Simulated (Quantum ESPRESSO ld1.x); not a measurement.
The numbers below are computed, except where a source is named.
Coherent X-ray form factor from a spherical all-electron density. Level of theory: scalar-relativistic Kohn-Sham, LDA (Slater exchange, Perdew-Zunger correlation), spin-polarised, spherical densities, point nucleus (ld1.x of Quantum ESPRESSO 7.5).

sin(theta)/lambda (1/angstrom),f0 (electrons)
0.05,21.961
0.1,21.846
0.15,21.655
0.2,21.392
0.25,21.061
0.3,20.668
0.4,19.714
0.5,18.586
0.6,17.342
0.8,14.732
1,12.279
1.25,9.780
1.5,8.011
2,6.071

The species is in the configuration that NIST lists as its ground one. Which atom or ion scatters so?

Answer. The technetium ion Tc21+, [Ar] 3d4. Extrapolating in s^2 from the first two rows gives f0(0) = 22.0, near the electron count 22; among species with that count, the fall with angle is slower the higher Z, and the table is that of Z = 43; from so few rows the species is fixed only to a neighbour or two.
